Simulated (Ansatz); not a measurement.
C$_{3}$H$_{6}$OSi (`OC#CC[SiH3]`), relaxed with RKS PBE-D4/def2-SVP in Ansatz 0.2.0 from a rough embedded geometry. The force threshold is 0.03 eV/Å; the program also tests the step.

Charge 0, multiplicity 1.

Start:

```xyz
11

O    -2.170    1.299   -2.126
C    -1.489    0.638   -1.199
C    -0.864    0.062   -0.330
C    -0.066   -0.505    0.711
Si    1.751   -0.240    0.689
H    -3.119    1.030   -2.100
H    -0.483   -0.228    1.698
H    -0.242   -1.622    0.646
H     2.297   -0.700   -0.616
H     2.002    1.224    0.834
H     2.382   -0.958    1.793
```

(1) By how much does the energy fall, and how many steps does the optimiser take? (Estimate.)

(2) Which bonds change most? (Estimate.)

(3) Give the relaxed structure. (An estimate is asked.)

## Answers

(1) Computed: 16.30 kJ/mol, in 7 steps, 1 of them rejected.

(2) Computed: C4–Si5 from 1.837 to 1.913 Å; Si5–H11 from 1.460 to 1.508 Å; C3–C4 from 1.429 to 1.455 Å; C4–H8 from 1.132 to 1.113 Å.

(3) Ansatz gave: 
```xyz
11

O    -2.057    1.289   -2.169
C    -1.490    0.639   -1.176
C    -0.905    0.058   -0.270
C    -0.148   -0.605    0.780
Si    1.717   -0.202    0.640
H    -3.020    1.119   -2.160
H    -0.485   -0.295    1.795
H    -0.258   -1.712    0.736
H     2.243   -0.666   -0.689
H     1.932    1.280    0.770
H     2.469   -0.906    1.740
```
